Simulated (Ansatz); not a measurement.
This geometry of F2H3NSi + H2O (10 atoms, charge 0, multiplicity 1) is a first-order saddle point.

The calculation used RKS CAM-B3LYP-D4/def2-SVP (Ansatz 0.2.0).

```xyz
10
Properties=species:S:1:pos:R:3
Si 0.159 -0.159 0.159
N 0.055 -0.131 2.018
H -0.900 -0.035 2.365
H 0.628 0.577 2.480
H 1.374 0.266 -0.554
F -0.709 1.221 -0.049
F -0.954 -1.149 -0.504
O 1.072 -1.740 0.773
H 0.727 -2.579 0.442
H 0.599 -1.259 1.806
```

Question: Which two structures does it join? (They come from a converged band through this point; their orientation in space is the band's.)

Answer: Bonds broken: O8–H10. Bonds formed: Si1–O8, N2–H10. F2H3NSi + H2O becomes F2H5NOSi.

Initial state:

```xyz
10
Properties=species:S:1:pos:R:3
Si -0.065 0.202 0.204
N -0.066 0.121 1.914
H -0.929 0.258 2.432
H 0.725 0.519 2.413
H 1.270 0.403 -0.361
F -1.019 1.401 -0.308
F -0.804 -1.110 -0.384
O 1.377 -2.236 0.952
H 0.718 -2.684 0.405
H 0.843 -1.863 1.670
```

Final state:

```xyz
10
Properties=species:S:1:pos:R:3
Si 0.127 -0.447 0.066
N 0.215 0.005 2.140
H -0.184 0.918 2.361
H 1.172 -0.035 2.494
H 0.996 0.738 -0.078
F -1.459 -0.141 0.293
F 0.034 -0.872 -1.520
O 0.691 -1.909 0.637
H 0.785 -2.537 -0.089
H -0.326 -0.710 2.631
```

Question: How far does it lie above each of them?

Answer: 0.61 eV above the first and 1.34 eV above the second. This is the barrier of this one path; another mechanism may lie lower. The orbitals stay closed-shell, which can raise the energy where a bond breaks towards radicals; this wasn't checked here.

Time of the run: 3 min on 4 threads of Arm Neoverse V1, on a shared host, peak memory 0.25 GiB.
